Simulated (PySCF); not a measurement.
[InClH3]- (charge -1).
Bonds: In1–Cl2. Hydrogens: H3, H4, H5 on In1.

Computed by this run: PBE0-D3(BJ)/def2-SVP geometry optimisation, gas phase, def2 core potentials past Kr in PySCF; density fitting, grid level 1; the optimiser is geomeTRIC in internal coordinates, started from a GFN2-xTB structure with every atom displaced at random (about 0.03 Å).

Step 0: E = -17738.8237 eV
```
atom  x, y, z in Å  |  force x, y, z in eV/Å
In1     0.0591   -0.0760   -0.1632   -1.772   0.527  -1.009
Cl2    -0.0042   -0.0339    2.1572    0.004  -0.043   2.055
H3      1.5602    0.0064   -0.6969    2.564  -0.028  -0.722
H4     -0.7184    1.4178   -0.6565   -0.311   0.351  -0.103
H5     -0.8218   -1.4247   -0.7027   -0.486  -0.807  -0.221
```

**Question.** Estimate the geometry and energy of step 1. (The exact step hangs on the optimiser's Hessian estimate; all steps are aligned on step 0, rigid shifts and turns removed.)

**Answer.** E = -17739.2438 eV, largest force 0.623 eV/Å
```
atom  x, y, z in Å  |  force x, y, z in eV/Å
In1     0.0337   -0.0491   -0.1879   -0.238   0.270  -0.509
Cl2    -0.0077   -0.0481    2.2584    0.038  -0.031   0.380
H3      1.7103   -0.0060   -0.7321    0.177  -0.087   0.043
H4     -0.7845    1.4681   -0.6849    0.004  -0.075   0.057
H5     -0.8769   -1.4754   -0.7156    0.019  -0.078   0.028
```

The energy changes by -0.4201 eV. The first-order estimate −F·Δx gives -0.8153 eV and the mean of the old and new forces, exact on a quadratic surface, -0.4515 eV. The step makes an angle of 27° with the force vector and moves no atom by more than 0.155 Å.

The cost below is that of the whole optimisation. Hardware: one thread, Arm Neoverse V1 (aarch64), on a shared host. Cost: 6.8 s of wall time, 0.25 GiB resident at most.
